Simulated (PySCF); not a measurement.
# GaN⁻: from constants to spectrum

ROHF-MP2 constants of GaN⁻, ²Π (doublet), unpaired electrons π ↑ (Ga aug-cc-pVDZ-PP with ECP10, N aug-cc-pVDZ; scalar-relativistic core potentials (PySCF 2.14); masses 68.9256 and 14.0031 u):

```
ωe              : 640.0 cm⁻¹
ωexe            : 3.62 cm⁻¹
Be              : 0.41405 cm⁻¹
αe              : 0.00338 cm⁻¹
D (centrifugal) : 6.93e-07 cm⁻¹
```

(1) Give the vibrational terms G(v) and spacings up to v = 6.

Correlated steps freeze 5 core orbitals. Spin–orbit coupling is left out. The state was picked by a PBE0 search and need not be the measured ground state.

Answers

(1) G(v) = ωe(v+½) − ωexe(v+½)².

```csv
v,G(v) (cm⁻¹),G(v) − G(v−1),Bv (cm⁻¹)
0,319.1,,0.4124
1,951.9,632.8,0.4090
2,1577.4,625.5,0.4056
3,2195.7,618.3,0.4022
4,2806.7,611.0,0.3988
5,3410.5,603.8,0.3955
6,4007.1,596.6,0.3921
```
